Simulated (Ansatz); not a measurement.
Consider the redistribution: `C[Si](N)(O)O[SiH3]` + `[CH3][In]([OH])[Br]` → `C[Si](O)(Br)O[SiH3]` + `[CH3][In]([NH2])[OH]`.

Program: Ansatz. Geometries: PBE0-D4/def2-TZVP. ΔE: electronic, gas phase. CCSD(T)/CBS adds triple-zeta CCSD(T) − MP2 to the extrapolated MP2 energy (def2 sets, frozen cores). Elements past krypton have def2 core potentials. For Br, In outer-core shells are correlated without core-valence functions, which leaves a few kJ/mol of doubt a bond. Scalar relativity is left out up to krypton. Each species was taken in one conformer, which may not be the lowest.

```csv
species,MP2/def2-QZVPP energy (Eh)
`C[Si](N)(O)O[SiH3]`,-826.72475
`[CH3][In]([OH])[Br]`,-2878.39601
`C[Si](O)(Br)O[SiH3]`,-3343.92476
`[CH3][In]([NH2])[OH]`,-361.16152
```

**Question.** Work out ΔE.

**Answer.** ΔE = (-3343.92476) + (-361.16152) − (-826.72475) − (-2878.39601) = 0.03448 Eh = +0.94 eV. CCSD(T)/CBS gives +0.97 eV.

Largest T1 diagnostic among the species: 0.015.

From PBE to PBE0 (25 % exact exchange), in def2-TZVPP and without D4, ΔE moves by +0.07 eV. In def2-TZVPP, CCSD(T) changes the Hartree–Fock value by −0.26 eV (the triples alone add −0.03 eV) and MP2 by −0.31 eV.
